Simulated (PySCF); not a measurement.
**Question.** Write a Z-matrix for `NB(N)B(Cl)Cl` as optimised with PBE0-D3(BJ)/def2-SVP.

**Answer.** 
Z-matrix in Å and degrees, rows numbered from 1:
```
N 
B   1  1.4111
N   2  1.4114  1  123.55
B   2  1.7138  1  118.16  3  -179.94
Cl  4  1.7614  2  121.50  1   179.11
Cl  4  1.7622  2  121.70  1    -0.76
H   1  1.0109  2  125.04  3     0.29
H   1  1.0102  2  120.97  3   179.78
H   3  1.0101  2  121.08  1   179.97
H   3  1.0109  2  125.00  1    -0.08
```

B4 (three-coordinate boron) is planar (angles 121.7°, 121.5° and 116.8°, sum 360.0°, 0.00 Å off the plane of its three neighbours). N1 (boron-bound nitrogen) is planar (angles 125.0°, 121.0° and 114.0°, sum 360.0°, 0.00 Å off the plane of its three neighbours). Of the pairs four or more bonds apart, Cl6···H8 is among the closest relative to their van der Waals radii: 2.85 Å, 97 % of the sum of Bondi's values. The 6 heavy atoms lie in one plane (0.008 Å rms).

The calculation used PySCF 2.14.0, PBE0-D3(BJ)/def2-SVP geometry optimisation, gas phase.

Point group: C2v (every atom within 0.08 Å of its image). Whether it is a minimum is left open (no frequencies).
